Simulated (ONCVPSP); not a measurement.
## Potentials for Co (Z = 27) compared

Generated with ld1.x 7.5 (TM, RRKJ, ultrasoft, PAW), atompaw 4.2 or ONCVPSP 4.0.1. The cutoff is in Ry: for ld1.x and atompaw files where the sum of valence levels is converged to 10 mRy in a Bessel basis, for ONCV files where the hardest occupied wave has 1 mHa per electron of residual kinetic energy. The error is the largest all-electron minus pseudo excitation energy over each file’s own four to seven test configurations (ionisations up to +4, promotions, holes and added fractions of an electron), all of which were solved. The labels leave out finer settings (local radius, basis sizes, second energies), which also bear on the numbers. Spin-polarised tests are not counted. The rows are a selection from randomly drawn settings: files with unsolved tests, undetermined cutoffs or missed reference levels are left out.

```csv
potential,cutoff (Ry),largest error (meV),bound ghosts
"ONCV, PBE, scalar-relativistic, rc 1.50/1.00/1.30 (spd), local smoothed, core correction yes, reference 3s2 3p6 3d7 4s1.5, qcut 9.5/14/14, projectors 2/1/2",142,-20,none
"ONCV, PBEsol, scalar-relativistic, rc 1.35/1.10/1.00/1.15 (spdf), local smoothed, core correction yes, reference 3s2 3p6 3d7 4s1.5, qcut 11.1/14.3/13/10.4, projectors 3/1/2/3",152,+1.0,none
"ONCV, PBE, scalar-relativistic, rc 1.45/1.65/1.05 (spd), local smoothed, core correction no, reference 3s2 3p6 3d7 4s1 4p1, qcut 6.4/9.2/16, projectors 2/2/2",184,+0.6,none
"ONCV, PBE, scalar-relativistic, rc 2.35/1.90/1.40 (spd), local smoothed, core correction yes, reference 3d7 4s2, qcut 2.4/3.4/12.5, projectors 2/2/2",112,-199,none
"ONCV, LDA (Perdew-Zunger), scalar-relativistic, rc 1.25/1.10/1.70 (spd), local smoothed, core correction yes, reference 3s2 3p6 3d7 4s2, qcut 10.6/12.5/7.8, projectors 2/3/2",74,+82,none
```

**Question.** Fill in the row for Co: ONCV, PBEsol, scalar-relativistic, rc 1.20/1.55/1.45 (spd), local smoothed, core correction no, reference 3s2 3p6 3d7 4s1.5 4p0.5, qcut 11.3/11.3/11.1, projectors 2/2/3.

**Answer.** cutoff 96 Ry, largest error +4.1 meV, bound ghosts: none.
